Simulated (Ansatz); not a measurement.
`[CH3][Zn][Br]` → Br• + C• + 3 H• + Zn (atom)  (atomization)

Isolated molecules relaxed with PBE0-D4/def2-TZVP in Ansatz; ΔE leaves out vibrations. CCSD(T)/CBS is the MP2 limit (def2-TZVPP, def2-QZVPP) plus CCSD(T) − MP2 in def2-TZVPP, frozen cores. This one scheme is used for every species, atoms too. DFT in def2-TZVPP. B3LYP here is the variant with VWN-RPA as its local correlation; programs differ in this. HSE06 is defined as in plane-wave codes. No spin–orbit coupling; open shells (•) take unrestricted orbitals. Spin–orbit coupling would lower the free atoms: a little for C; clearly for Br. Bonds to Br, Zn are less sure, by a few kJ/mol each and by 10 to 20 or more in all where they break to atoms, as the def2 sets lack core-valence functions. Scalar relativity is left out up to krypton.

```tsv
level	ΔE (eV)	difference from CCSD(T)/CBS
PBE-D4	18.63	0.06
revPBE-D4	18.16	-0.41
BLYP-D4	18.01	-0.56
r2SCAN-D4	18.71	0.14
B97M-V	18.36	-0.21
PBE0-D4	18.55	-0.02
B3LYP-D4	18.23	-0.34
r2SCANh-D4	18.64	0.07
r2SCAN0-D4	18.54	-0.03
HSE06-D4	18.56	-0.01
CAM-B3LYP-D4	18.42	-0.15
ωB97X-V	18.58	0.01
ωB97M-V	18.46	-0.11
B2PLYP	18.21	-0.36
PBE-QIDH	18.60	0.03
PBE	18.54	-0.03
revPBE	17.90	-0.67
BLYP	17.81	-0.76
r2SCAN	18.69	0.12
PBE0	18.47	-0.10
B3LYP	18.08	-0.49
r2SCANh	18.62	0.05
r2SCAN0	18.52	-0.05
HSE06	18.49	-0.08
BHLYP	17.85	-0.72
CAM-B3LYP	18.34	-0.23
HF/def2-SVP	14.18	-4.39
MP2/def2-SVP	17.89	-0.68
CCSD/def2-SVP	17.39	-1.18
CCSD(T)/def2-SVP	17.53	-1.04
HF/def2-TZVPP	14.03	-4.54
MP2/def2-TZVPP	18.42	-0.15
SCS-MP2/def2-TZVPP	18.20	-0.37
CCSD/def2-TZVPP	17.82	-0.75
CCSD(T)/def2-TZVPP	18.06	-0.51
HF/def2-QZVPP	14.08	-4.49
MP2/def2-QZVPP	18.72	0.15
SCS-MP2/def2-QZVPP	18.53	-0.04
HF/CBS(def2)	14.08	-4.49
MP2/CBS(def2)	18.93	0.36
CCSD(T)/CBS	18.57	0
```

Largest T1 diagnostic among the species: 0.017.

The D4 term adds +0.15 eV with B3LYP and +0.08 eV with PBE0; it sums over pairs of atoms, weighted by their polarisabilities, and B3LYP, whose exchange is more repulsive, gets the larger term. Leaving LDA and LC-ωPBE aside and taking each functional with its dispersion term where it has one, the values, not all of them listed here, spread over 0.74 eV, from BHLYP-D4 to r2SCAN-D4. LDA lies +2.37 eV from PBE without D4, its usual overbinding. In def2-TZVPP, CCSD(T) changes the Hartree–Fock value by +4.03 eV (the triples alone add +0.23 eV) and MP2 by +4.39 eV; breaking electron pairs costs correlation energy, which Hartree–Fock lacks.

For atomizations the MP2-based limit and the directly extrapolated one differ by several kJ/mol either way, and by 10 to 25 for some Ge, Se and Sn compounds, so smaller differences from it don't rank the levels.
